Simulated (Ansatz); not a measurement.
Two isomers of CH7FOSi2: A = `CO[SiH2][SiH2]F`, B = `C[SiH2][SiH](O)F`.

Program: Ansatz. Geometries: PBE0-D4/def2-TZVP. ΔE: electronic, gas phase. CCSD(T)/CBS adds triple-zeta CCSD(T) − MP2 to the extrapolated MP2 energy (def2 sets, frozen cores). DFT in def2-TZVPP. B3LYP here is the variant with VWN-RPA as its local correlation; programs differ in this. Each species was taken in one conformer, which may not be the lowest.

Q: Which is lower in electronic energy at CCSD(T)/CBS, and by how much? (An estimate is asked.)

A: Ansatz gave: B, by 30.9 kcal/mol.

Q: Give E(B) − E(A) in kcal/mol with HF/def2-TZVPP, PBE-D4, r2SCAN-D4, BLYP-D4, LDA (SPW92), B3LYP-D4, ωB97M-V. (Best estimate.)

A: The calculation gave: HF/def2-TZVPP -26.6, PBE-D4 -30.1, r2SCAN-D4 -30.9, BLYP-D4 -28.1, LDA (SPW92) -31.0, B3LYP-D4 -28.7, ωB97M-V -30.6. None reverses the order clearly.

Q: Does the order hold for the free energy at 298.15 K (harmonic terms from PBE0-D4)? (An estimate is asked.)

A: Computed: Yes: G(B) − G(A) = -30.1 kcal/mol, for one conformer each. Modes under 60 cm⁻¹, often nearly free rotors, make the harmonic entropy too high.

Largest T1 diagnostic: 0.012.

At CCSD(T), def2-SVP lies +4.8 kcal/mol from the extrapolated value and def2-TZVPP +0.7 kcal/mol. Leaving LDA and LC-ωPBE aside and taking each functional with its dispersion term where it has one, the values, not all of them listed here, spread over 3.2 kcal/mol, from PBE-QIDH to BLYP-D4. LDA lies −1.0 kcal/mol from PBE without D4.
